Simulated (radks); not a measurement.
Problem. The iodine ion I12+ is in [Kr] 4d5. All-electron calculation, scalar-relativistic Kohn-Sham, PBE, spin-polarised, spherical densities, finite nucleus; Fermi nuclear charge, rms radius of each element as measured or else 0.836 A^(1/3) + 0.57 fm. Program: a radial shooting solver on a logarithmic mesh with Libxc functionals. Open shells are filled with parallel spins first. One electron is removed from 4d, 3d, 4s, 4p in turn, with full relaxation. Which removal costs least, and what does each cost?

Solution. 4d 281.34 eV; 4p 357.32 eV; 4s 413.58 eV; 3d 876.97 eV. The 4d electron leaves first.
